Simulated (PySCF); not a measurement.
MBe for M along the chalcogens

HF with triple-zeta basis sets in PySCF, for the lowest determinant that a PBE0 search found; no spin–orbit coupling. De refers to high-spin ground-configuration atoms. A positive dipole means M(−)Be(+).

| M | basis | reference | state (unpaired electrons) | Re (Å) | ωe (cm⁻¹) | De (eV) | μ (D) |
| --- | --- | --- | --- | --- | --- | --- | --- |
| O | x2c-TZVPPall | RHF | singlet (closed shell) | 1.296 | 1712 | 1.50 | 7.14 |
| S | x2c-TZVPPall | RHF | singlet (closed shell) | 1.730 | 1059 | 1.55 | 6.21 |
| Se | def2-TZVPP | RHF | singlet (closed shell) | 1.862 | 883 | 1.20 | 6.01 |

The shortest bond is that of BeO (1.296 Å), the longest that of BeSe (1.862 Å).

The rows differ in basis set, which adds steps of its own.

Down a group the atoms grow and get heavier, so bonds lengthen and wavenumbers fall; this series shows no clear exception.

Where the molecule has an RHF reference, its open-shell atoms are computed with UHF. Hartree–Fock leaves out correlation, which carries a large part of most bond energies and some tenths to 1 eV of ionisation energies.
